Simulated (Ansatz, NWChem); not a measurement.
Worked example: the enthalpy of formation of C2H3I (vinyl iodide)

The species is C2H3I (6 atoms), meant as a singlet with charge 0. SMILES: `C=CI`. The coordinates come from a PBE0-D4/def2-TZVP relaxation.

Total energies at MP2/def2-SVP (core potential), 6 core orbitals frozen (NWChem 7.3.0); the atoms run unrestricted:

| species | state | energy (Eh) |
| --- | --- | --- |
| C2H3I | singlet | -374.429468 |
| C | triplet | -37.695318 |
| I | doublet | -296.746959 |
| H | doublet | -0.499278 |

Harmonic wavenumbers at PBE0-D4/def2-TZVP, in cm⁻¹: 312, 560, 563, 948, 986, 1004, 1260, 1407, 1667, 3154, 3220, 3250.

Measured heats of formation of the gaseous atoms at 298.15 K, in kJ/mol: C 716.9, I 106.8, H 218.0. Spin-orbit lowering of the atoms at 298 K (mean of the ground term's levels less their thermal mean, from spectra), in kJ/mol: C 0.02, I 30.32. Take 1 Eh = 2625.50 kJ/mol, 1 cm⁻¹ = 0.0119627 kJ/mol, RT = 2.479 kJ/mol.

Q: Work out the heat of formation of the gas at 298 K.

A: 
1. Electronic atomisation energy: 2 × (-37.695318) + (-296.746959) + 3 × (-0.499278) − (-374.429468) = 0.794039 Eh = 2084.7 kJ/mol.
2. Zero-point energy: half the sum of the wavenumbers, 9165.5 cm⁻¹ = 109.6 kJ/mol.
3. Thermal vibrational enthalpy, Σ hcν̃/(exp(hcν̃/kT) − 1): 2.4 kJ/mol. Translation, rotation and pV of a non-linear molecule: 4 RT = 9.9 kJ/mol.
4. The 6 free atoms carry 5/2 RT each: 37.2 kJ/mol.
5. Spin-orbit coupling lowers the free atoms by 2 × 0.02 + 30.32 = 30.4 kJ/mol.
6. Atomisation enthalpy at 298 K: 2084.7 − 30.4 − 109.6 − 2.4 − 9.9 + 37.2 = 1969.6 kJ/mol.
7. Sum of the atoms' heats of formation: 2194.6 kJ/mol. Heat of formation: 2194.6 − 1969.6 = +225.0 kJ/mol.

The tabulated value is +130.6 kJ/mol (Active Thermochemical Tables), so this level is off by +94.4 kJ/mol, or 4.6 % of the atomisation enthalpy that the table implies (2063.9 kJ/mol). Perturbation theory converges slowly with the basis for atomisation. A double-zeta basis underbinds. The molecule's own second-order spin-orbit lowering, which matters beside iodine, is left out. Anharmonicity and any spin-orbit splitting of the molecule are left out, and cores are frozen in the wave-function part.
